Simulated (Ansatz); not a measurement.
## SiBr (bromosilane): the vertical energy of the quartet above the doublet from total energies

SiBr: 2 atoms, total charge 0, spin state doublet. As SMILES, `[Si]Br`. The coordinates come from a GFN2-xTB relaxation.

```xyz
2

Si    0.0000    0.0000    0.0000
Br    0.0000    0.0000    2.3426
```

Both states at this one shape; open shells run unrestricted unless said. 1 Eh = 27.2114 eV.

```
            level  program  doublet SiBr (Eh)  quartet SiBr (Eh)
       UHF/STO-3G   Ansatz       -2830.233979       -2830.144508
    USVWN5/STO-3G   Ansatz       -2827.124021       -2826.988460
UCAM-B3LYP/STO-3G   Ansatz       -2832.120944       -2831.992710
```

Question: Work out the vertical gap, second state less first, at each level.

Answer: 
1. UHF/STO-3G: -2830.144508 − (-2830.233979) = 0.089471 Eh = 2.43 eV.
2. USVWN5/STO-3G: -2826.988460 − (-2827.124021) = 0.135561 Eh = 3.69 eV.
3. UCAM-B3LYP/STO-3G: -2831.992710 − (-2832.120944) = 0.128234 Eh = 3.49 eV.

No measured value is set beside it here; the levels span 2.43 to 3.69 eV. Hartree–Fock favours the state with fewer electron pairs, since it lacks pair correlation. Spin-orbit coupling, which splits open shells on such heavy atoms by tenths of an eV, is left out. Minimal sets are far from the basis-set limit. All-electron rows are non-relativistic unless named.
